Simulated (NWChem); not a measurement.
System: CH3GeNO2; SMILES N#C[O][GeH2][OH]

The following NWChem deck was run.

```
start job
memory heap 200 mb stack 900 mb global 1100 mb
geometry units angstroms
  N      2.644831     0.997212     1.095765
  C      1.845974     0.334407     0.616776
  O      1.004111    -0.439472     0.080590
  Ge    -0.654661    -0.231322    -0.503037
  O     -1.479363     0.379255     0.881563
  H     -0.981465    -1.660057    -0.801782
  H     -0.661053     0.764628    -1.633512
  H     -2.383959     0.679689     0.838715
end
basis spherical
  * library def2-svp
end
dft
  xc pbe0
  iterations 150
end
driver
  maxiter 120
end
task dft optimize
task dft freq
```

Output (shortened):

```
             Northwest Computational Chemistry Package (NWChem) 7.3.0
             --------------------------------------------------------

 C1  symmetry detected

                             Geometry "geometry" -> ""
                             -------------------------

 Output coordinates in angstroms (scale by  1.889725989 to convert to a.u.)

  No.       Tag          Charge          X              Y              Z
 ---- ---------------- ---------- -------------- -------------- --------------
    1 N                    7.0000     0.37068014     2.97609105     0.23394625
    2 C                    6.0000    -0.04480229     1.95254085    -0.06038818
    3 O                    8.0000    -0.54515991     0.84906722    -0.41690698
    4 Ge                  32.0000    -0.28925506    -0.83089496     0.08079896
    5 O                    8.0000     1.40389683    -1.05123202    -0.15317346
    6 H                    1.0000    -1.12195037    -1.51457118    -0.95676477
    7 H                    1.0000    -0.67078392    -0.98197674     1.53046823
    8 H                    1.0000     1.85305355    -1.84537741     0.12607876

 Effective nuclear repulsion energy (a.u.)     348.2204813222

                                Z-matrix (autoz)
                                --------

 Units are Angstrom for bonds and degrees for angles

      Type          Name      I     J     K     L     M      Value
      ----------- --------  ----- ----- ----- ----- ----- ----------
    1 Stretch                  1     2                       1.14320
    2 Stretch                  2     3                       1.26298
    3 Stretch                  3     4                       1.77073
    4 Stretch                  4     5                       1.72338
    5 Stretch                  4     6                       1.49577
    6 Stretch                  4     7                       1.50663
    7 Stretch                  5     8                       0.95414
    8 Bend                     1     3     4               135.05833
    9 Bend                     2     3     4               133.81440
   10 Bend                     3     4     5               103.01010
   11 Bend                     3     4     6                99.10350
   12 Bend                     3     4     7               109.20742
   13 Bend                     4     5     8               121.94892
   14 Bend                     5     4     6               113.22369
   15 Bend                     5     4     7               111.50614
   16 Bend                     6     4     7               118.72659
   17 Torsion                  2     3     4     5         -55.81263
   18 Torsion                  2     3     4     6        -172.35738
   19 Torsion                  2     3     4     7          62.80318
   20 Torsion                  3     4     5     8         173.13820
   21 Torsion                  1     2     4     3         178.87864
   22 Torsion                  6     4     5     8         -80.84926
   23 Torsion                  7     4     5     8          56.13971

                           NWChem Geometry Optimization
                           ----------------------------

 maximum gradient threshold         (gmax) =   0.000450
 rms gradient threshold             (grms) =   0.000300
 maximum cartesian step threshold   (xmax) =   0.001800
 rms cartesian step threshold       (xrms) =   0.001200
 fixed trust radius                (trust) =   0.300000
 source of zmatrix                         =   autoz

          -------------------
          Energy Minimization
          -------------------

 Using diagonal initial Hessian
 Scaling for Hessian diagonals: bonds = 1.00  angles = 0.25  torsions = 0.10

          --------
          Step   0

                                 NWChem DFT Module
                                 -----------------

[...]

      ----------------------
      Optimization converged
      ----------------------

  Step       Energy      Delta E   Gmax     Grms     Xrms     Xmax
  ---- ---------------- -------- -------- -------- -------- --------
@   28   -2321.13740210 -7.9D-08  0.00006  0.00001  0.00021  0.00044
                                     ok       ok       ok       ok

                                Z-matrix (autoz)
                                --------

 Units are Angstrom for bonds and degrees for angles

      Type          Name      I     J     K     L     M      Value     Gradient
      ----------- --------  ----- ----- ----- ----- ----- ---------- ----------
    1 Stretch                  1     2                       1.16397   -0.00002
    2 Stretch                  2     3                       1.27611    0.00006
    3 Stretch                  3     4                       1.84792    0.00001
    4 Stretch                  4     5                       1.75317   -0.00001
    5 Stretch                  4     6                       1.51978    0.00001
    6 Stretch                  4     7                       1.53236    0.00002
    7 Stretch                  5     8                       0.96492    0.00000
    8 Bend                     1     3     4               119.61334    0.00001
    9 Bend                     2     3     4               119.62031   -0.00001
   10 Bend                     3     4     5               107.05926    0.00000
   11 Bend                     3     4     6               103.17440    0.00000
   12 Bend                     3     4     7               104.66343   -0.00000
   13 Bend                     4     5     8               114.83869    0.00000
   14 Bend                     5     4     6               108.20716   -0.00001
   15 Bend                     5     4     7               113.18391    0.00000
   16 Bend                     6     4     7               119.34537   -0.00000
   17 Torsion                  2     3     4     5         -55.59920   -0.00001
   18 Torsion                  2     3     4     6        -169.64692   -0.00000
   19 Torsion                  2     3     4     7          64.79596   -0.00000
   20 Torsion                  3     4     5     8          69.38940    0.00000
   21 Torsion                  1     2     4     3        -179.61709   -0.00000
   22 Torsion                  6     4     5     8         179.99322    0.00000
   23 Torsion                  7     4     5     8         -45.41183   -0.00000

                         Geometry "geometry" -> "geometry"
                         ---------------------------------

 Output coordinates in angstroms (scale by  1.889725989 to convert to a.u.)

[...]

 Rotational Constants
 --------------------
 A=   0.253672 cm-1  (  0.364969 K)
 B=   0.068400 cm-1  (  0.098410 K)
 C=   0.057700 cm-1  (  0.083016 K)

 Temperature                      =   298.15K
 frequency scaling parameter      =   1.0000

 Zero-Point correction to Energy  =   26.905 kcal/mol  (  0.042876 au)
 Thermal correction to Energy     =   31.027 kcal/mol  (  0.049444 au)
 Thermal correction to Enthalpy   =   31.619 kcal/mol  (  0.050388 au)

 Total Entropy                    =   83.252 cal/mol-K
   - Translational                =   40.593 cal/mol-K (mol. weight = 134.9383)
   - Rotational                   =   26.868 cal/mol-K (symmetry #  =        1)
   - Vibrational                  =   15.791 cal/mol-K

 Cv (constant volume heat capacity) =   21.460 cal/mol-K
   - Translational                  =    2.979 cal/mol-K
   - Rotational                     =    2.979 cal/mol-K
   - Vibrational                    =   15.501 cal/mol-K

[normal modes left out]

 ----------------------------------------------------------------------------
 Normal Eigenvalue ||           Projected Infra Red Intensities
  Mode   [cm**-1]  || [atomic units] [(debye/angs)**2] [(KM/mol)] [arbitrary]
 ------ ---------- || -------------- ----------------- ---------- -----------
    1       -0.000 ||    0.002911           0.067         2.837       0.496
    2        0.000 ||    0.001638           0.038         1.597       0.279
    3        0.000 ||    0.000088           0.002         0.086       0.015
    4        0.000 ||    0.000446           0.010         0.435       0.076
    5        0.000 ||    0.000420           0.010         0.410       0.072
    6        0.000 ||    0.002778           0.064         2.708       0.474
    7       30.494 ||    0.003939           0.091         3.840       0.672
    8      107.173 ||    0.009923           0.229         9.674       1.692
    9      233.927 ||    0.006047           0.139         5.894       1.031
   10      290.979 ||    0.142259           3.282       138.681      24.260
   11      481.881 ||    0.042757           0.986        41.681       7.292
   12      533.430 ||    0.015261           0.352        14.877       2.603
   13      554.748 ||    0.047198           1.089        46.011       8.049
   14      625.376 ||    0.056147           1.295        54.735       9.575
   15      675.906 ||    0.006490           0.150         6.327       1.107
   16      752.060 ||    0.118308           2.729       115.333      20.176
   17      802.307 ||    0.091152           2.103        88.860      15.545
   18      848.128 ||    0.049683           1.146        48.433       8.473
   19      911.195 ||    0.113346           2.615       110.496      19.330
   20     1208.343 ||    0.166359           3.838       162.175      28.370
   21     2198.554 ||    0.067244           1.551        65.553      11.468
   22     2269.989 ||    0.057002           1.315        55.568       9.721
   23     2415.055 ||    0.292912           6.758       285.545      49.952
   24     3889.996 ||    0.113011           2.607       110.169      19.273
 ----------------------------------------------------------------------------
```

Level: PBE0/def2-SVP.
